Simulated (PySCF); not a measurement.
**Worked example: chemical shift, span and skew from a shielding tensor**

CH₃F₃OSi, SMILES [SiH2](C(F)(F)F)O. Atoms are numbered in the order given.

```xyz
9

Si     1.0139    -0.6951     0.2252
O      2.0514    -0.0497    -0.8916
C     -0.7075     0.1722     0.1126
F     -1.2923     0.0199    -1.0820
F     -0.5956     1.4966     0.3312
F     -1.5525    -0.3116     1.0365
H      0.8274    -2.1256    -0.1125
H      1.4634    -0.4921     1.6321
H      2.3129     0.8700    -0.7872
```
Charge 0, spin multiplicity 1.

The structure is a stationary point at PBE0-D3(BJ)/def2-SVP. One conformer was computed; it need not be the lowest.

GIAO shieldings from HF/pcSseg-1 (PySCF), non-relativistic, no solvent. The symmetric part of the tensor of C3 has the principal values 68.7, 72.1, 85.8 ppm. The same nucleus in TMS has σ = 192.6 ppm at this level (PySCF, at its B3LYP-D3(BJ)/def2-TZVP geometry).

Work out the isotropic shielding, the ¹³C shift against TMS, the span and the skew.


σ(iso) = (σ11 + σ22 + σ33)/3 = 75.5 ppm. δ = σ(ref) − σ(iso) = 192.6 − (75.5) = 117.1 ppm.
Span Ω = σ33 − σ11 = 17.1 ppm. Skew κ = 3(σ(iso) − σ22)/Ω = 0.60. Tumbling in solution averages the tensor to δ; in a static solid the shielding alone would spread this spin-1/2 line over Ω.
